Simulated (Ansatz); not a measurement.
A structure relaxed at r2SCAN-D4/def2-SVP in Ansatz, charge 0, singlet:

Cartesian coordinates in Å:
```
In 0.5653 0.9755 0.1598
In 0.3410 -2.4287 -0.1531
Te 2.6759 -0.5549 0.3262
Te -1.9407 -0.4381 -0.3054
Te -1.6415 2.4461 -0.0275
```

**Question.** Give its formula and point group.

**Answer.** In₂Te₃. Point group Cs (tolerance 0.1 Å).

**Question.** Summarise the bond lengths by kind (pairs closer than 1.2 times the sum of covalent radii, bridged metal pairs left out).

**Answer.** 5 × In–Te 2.61 to 3.03 Å; 1 × Te–Te 2.91 Å.

In the def2 sets In, Te take a core potential; there is no spin–orbit coupling. Another isomer (singlet) lies 0.27 eV lower at PBE0-D4/def2-TZVP; other spin states weren't run for this one.
